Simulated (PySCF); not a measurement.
B3LYP has the VWN-RPA correlation part, as in Gaussian. Delta-SCF ions had no search for a lower state. Excitations are Tamm–Dancoff values on a coarser integration grid. The basis has no diffuse functions, so Rydberg states are missing or too high.

Cartesian coordinates (Å):
SMILES: [GeH3][GeH3]
```xyz
8

Ge    -1.2155     0.0715     0.0262
Ge     1.2155    -0.0715    -0.0262
H     -1.6610     1.3812     0.7017
H     -1.7859     0.0390    -1.4034
H     -1.8045    -1.1118     0.8156
H      1.7856    -0.0433     1.4036
H      1.8047     1.1141    -0.8119
H      1.6610    -1.3792    -0.7055
```
Charge 0, spin multiplicity 1.

Problem. Estimate the S1 excitation (TDA), vertical ionisation energy (Delta-SCF), dipole moment, HOMO, total energy, adiabatic ionisation energy (no zero-point term), LUMO and T1 excitation (TDA) that B3LYP-D3(BJ)/def2-TZVP (PySCF) returns for this input.

Solution. 
```json
{
 "S1 excitation (TDA)": "7.60 eV",
 "vertical ionisation energy (Delta-SCF)": "10.27 eV",
 "dipole_moment": "0.00 D",
 "HOMO": "-7.98 eV",
 "total_energy": "-4157.7148 Ha",
 "adiabatic ionisation energy (no zero-point term)": "9.32 eV",
 "LUMO": "0.00 eV",
 "T1 excitation (TDA)": "6.33 eV"
}
```
